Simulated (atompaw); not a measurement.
## u(r) = r·R(r): atom against pseudo-atom (Sb)

Columns: radius, all-electron u(r) and pseudo u(r) of the 4d shell (level -42.10 eV) of antimony in the configuration [Kr] 4d10 5s2 5p2; LDA (PW92), scalar-relativistic, PAW (atompaw) scheme, atompaw 4.2.0.5.

| r (bohr) | all-electron | pseudo |
| --- | --- | --- |
| 0.092 | -0.2884 | 0.0001 |
| 0.185 | -0.5714 | 0.0007 |
| 0.277 | -0.4156 | 0.0025 |
| 0.369 | -0.0307 | 0.0058 |
| 0.462 | 0.3785 | 0.0113 |
| 0.554 | 0.7013 | 0.0192 |
| 0.646 | 0.9158 | 0.0300 |
| 0.738 | 1.0317 | 0.0439 |
| 0.831 | 1.0712 | 0.0612 |
| 0.923 | 1.0569 | 0.0814 |
| 1.015 | 1.0086 | 0.1045 |
| 1.108 | 0.9399 | 0.1302 |
| 1.200 | 0.8620 | 0.1572 |
| 1.292 | 0.7810 | 0.1848 |
| 1.385 | 0.7004 | 0.2120 |
| 1.477 | 0.6243 | 0.2367 |
| 1.569 | 0.5534 | 0.2576 |
| 1.662 | 0.4878 | 0.2734 |
| 1.754 | 0.4290 | 0.2822 |
| 1.846 | 0.3762 | 0.2833 |
| 1.938 | 0.3291 | 0.2763 |
| 2.031 | 0.2869 | 0.2614 |
| 2.123 | 0.2501 | 0.2403 |
| 2.215 | 0.2176 | 0.2152 |
| 2.308 | 0.1888 | 0.1886 |
| 2.400 | 0.1640 | 0.1640 |

(1) How many radial nodes do the two functions have?

(2) Where does each function peak?

(3) Is the pseudo-wave norm-conserving?

Results:

(1) The all-electron 4d function has n − l − 1 = 1; the pseudo-wave has 0, since the states of the same l below it are removed with the core.

(2) Outermost all-electron maximum near 0.83 bohr, pseudo maximum near 1.85 bohr (to the table’s step).

(3) No, it belongs to a PAW set: the norm inside the radius is not constrained, and the difference is carried by the augmentation charge.
